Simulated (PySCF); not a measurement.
Simulation results for AlBFH2O

Calculation on a computer-drawn molecule: the log of a Hartree-Fock and frozen-core CCSD(T) single point meant for a local Hartree-Fock minimum, with one planted fault or none, to be diagnosed. Offsets are logged minus clean, where the clean run is the same molecule without the fault. The reference is restricted for singlets and unrestricted otherwise, and also for a bond in bohr or an excited solution. Adding or removing an electron swaps singlet and doublet. The excited solution moves the top pair (singlet) or top alpha electron (doublet) to the lowest empty orbital. Highest occupied and lowest empty are orbital energies over both spins, largest force is the largest gradient component, triples share is (T) over the correlation energy, the T1 limit is 0.02 restricted and 0.045 unrestricted, electrons count all cores, a negative frequency is imaginary (commonest isotopes), and the dipole is about the centre of nuclear charge. Program: PySCF 2.14.0.

Common to all runs: meant charge 1; meant multiplicity 1; meant basis cc-pV(D+d)Z; logged electrons 36; logged basis functions 75; logged SCF converged yes; logged CC converged yes; logged SCF stable within its kind yes; possible faults no fault, one electron removed, one electron added, multiplicity raised by two, geometry at a saddle point, SCF held on an excited solution, minimal basis STO-3G, one bond length entered in bohr, all coordinates scaled.

(1) AlBFH2O

Logged structure:
```xyz
6
AlBFH2O
O      1.4084     2.2144    -0.6115
B      1.0015     1.3318     0.0020
Al     0.2267    -0.2170     1.1323
F      1.0766    -1.4072     0.7279
H      2.0072     2.4738    -1.2140
H     -0.8682    -0.0012     2.0343
```

* logged spin squared: 0
* logged highest occupied: -18.169 eV
* logged lowest empty: -4.4251 eV
* logged largest force: 0.097333 hartree/bohr
* logged T1 diagnostic: 0.015026
* logged D1 diagnostic: 0.03733
* logged triples share: 0.019952
* logged dipole magnitude: 5.7432 debye
* logged energy HF: -441.88446 hartree
* logged energy CCSD(T): -442.39738 hartree
* planted fault: all coordinates scaled, by -6.9 %
* HF energy offset from clean run: 22.71 kcal/mol
* CCSD(T) energy offset from clean run: 28.7 kcal/mol

Drawn bonds:
| atom | other atom | order |
| --- | --- | --- |
| 1 | 2 | 1 |
| 2 | 3 | 1 |
| 3 | 4 | 1 |
| 1 | 5 | 1 |
| 3 | 6 | 1 |

(2) AlBFH2O

Logged structure:
```xyz
6
AlBFH2O
O      1.5128     2.3786    -0.6568
B      1.0757     1.4305     0.0022
Al     0.2436    -0.2330     1.2163
F      1.1564    -1.5115     0.7818
H      2.1560     2.6571    -1.3039
H     -0.9325    -0.0013     2.1851
```

- logged spin squared: 2.0157
- logged highest occupied: -13.821 eV
- logged lowest empty: -8.4699 eV
- logged largest force: 0.041338 hartree/bohr
- logged T1 diagnostic: 0.035875
- logged D1 diagnostic: 0.17763
- logged triples share: 0.024892
- logged dipole magnitude: 4.0403 debye
- logged energy HF: -441.73721 hartree
- logged energy CCSD(T): -442.2454 hartree
- planted fault: multiplicity raised by two
- HF energy offset from clean run: 115.1 kcal/mol
- CCSD(T) energy offset from clean run: 124.1 kcal/mol

Drawn bonds:
| atom | other atom | order |
| --- | --- | --- |
| 1 | 2 | 1 |
| 2 | 3 | 1 |
| 3 | 4 | 1 |
| 1 | 5 | 1 |
| 3 | 6 | 1 |
